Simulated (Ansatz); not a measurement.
```xyz
7

C    -0.065    0.636   -0.641
O     1.055    0.169    0.057
In    0.903   -1.270    1.443
H    -0.199    1.713   -0.473
H    -1.008    0.144   -0.354
H     0.064    0.482   -1.720
H    -0.751   -1.874    1.688
```

Total charge 0; spin multiplicity 2. In takes the def2 core potential.

Problem. List the ωB97M-V/def2-TZVPP orbital energies in eV (Ansatz 0.2.0). (Best estimate.)

Solution. Computed: α occupied: -525.09, -282.11, -131.20, -87.62, -87.44, -87.33, -29.71, -24.09, -23.98, -23.91, -23.90, -23.84, -20.66, -15.37, -14.38, -14.02, -12.73, -10.00, -9.68, -8.13. α empty: -0.15, 1.19, 1.95, 3.00, 3.63, 3.72, 3.85, 5.17. β occupied: -525.04, -282.10, -131.15, -87.57, -87.37, -87.30, -29.63, -23.98, -23.88, -23.85, -23.79, -23.72, -20.60, -15.13, -14.36, -13.88, -12.06, -9.72, -9.64. β empty: -1.52, -0.03, 1.21, 2.09, 3.09, 3.66, 3.99, 4.21. ⟨S²⟩ = 0.756.
